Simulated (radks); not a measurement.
Task: These are the eigenvalues of the occupied orbitals of an atom or ion with whole-number occupations (eV). Calculated with a radial shooting solver on a logarithmic mesh with Libxc functionals: Dirac Kohn-Sham, PBE, spin-unpolarised, spherical densities, point nucleus.

orbital  eigenvalue
1s1/2     -54137.15
2s1/2     -9458.866
2p1/2     -9020.254
2p3/2     -8220.494
3s1/2     -2529.215
3p1/2     -2338.581
3p3/2     -2171.928
3d3/2     -1844.784
3d5/2     -1808.489
4s1/2     -899.8676
4p1/2     -822.9464
4p3/2     -780.7124
4d3/2     -652.9601
4d5/2     -644.5688

Which element is it, and in what charge state? The configuration may be excited. Open shells, if any, are shared by 2j + 1.

Result: Z = 66, dysprosium, charge +20: Dy20+ in [Kr] 4d10. The list shows which subshells hold electrons but not how many an open one holds; the 1s level, -1989.5 hartree, gives Z - s = 63.1 by -(Z - s)^2/2, which with screening and relativity narrows Z to a few neighbours, and the depths of the outer levels then fix element, charge and occupations together.
